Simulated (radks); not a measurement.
Results of a calculation; reference values are marked as such.
Problem. Species: Ir V. Configuration: [Xe] 4f14 5d(3/2: 3, 5/2: 2). Code: a radial shooting solver on a logarithmic mesh with Libxc functionals. Model: Dirac Kohn-Sham, relativistic LDA (MacDonald-Vosko exchange, VWN5 correlation), spin-unpolarised, spherical densities, finite nucleus; Fermi nuclear charge, rms radius 5.4032 fm. Some entries of the table are withheld. Estimate them.

| orbital | occ. | eigenvalue (eV) | <1/r> (bohr^-1) | r(max) (bohr) |
|---|---|---|---|---|
| 1s1/2 | 2 | -75492.81 | 91.69 | 0.01088 |
| 2s1/2 | 2 | -13252.69 | 22.46 | 0.06278 |
| 2p1/2 | 2 | -12711.40 | (1) | 0.04638 |
| 2p3/2 | 4 | -11105.40 | (2) | 0.05351 |
| 3s1/2 | 2 | -3137.076 | 8.251 | 0.1766 |
| 3p1/2 | 2 | -2891.814 | 8.171 | 0.1649 |
| 3p3/2 | 4 | -2539.811 | 7.157 | 0.1794 |
| 3d3/2 | 4 | -2126.327 | 7.061 | 0.1398 |
| 3d5/2 | 6 | -2049.798 | 6.825 | 0.1439 |
| 4s1/2 | 2 | -705.4306 | 3.486 | 0.3989 |
| 4p1/2 | 2 | (3) | 3.379 | 0.3973 |
| 4p3/2 | 4 | (4) | 3.024 | 0.4277 |
| 4d3/2 | 4 | -346.3812 | 2.820 | 0.4215 |
| 4d5/2 | 6 | -330.7869 | 2.737 | 0.4310 |
| 5s1/2 | 2 | -144.0249 | 1.400 | 0.8916 |
| 4f5/2 | 6 | -111.5250 | 2.337 | 0.3918 |
| 5p1/2 | 2 | -110.8517 | 1.278 | 0.9448 |
| 4f7/2 | 8 | -108.3965 | 2.304 | 0.3966 |
| 5p3/2 | 4 | -96.8684 | 1.155 | 1.024 |
| 5d3/2 | 3 | -51.5601 | (5) | 1.235 |
| 5d5/2 | 2 | -49.9692 | (6) | 1.268 |

Solution. 
(1) 2p1/2 <1/r> (bohr^-1): 22.43
(2) 2p3/2 <1/r> (bohr^-1): 18.54
(3) 4p1/2 eigenvalue (eV): -601.4808
(4) 4p3/2 eigenvalue (eV): -517.9377
(5) 5d3/2 <1/r> (bohr^-1): 0.8853
(6) 5d5/2 <1/r> (bohr^-1): 0.8597
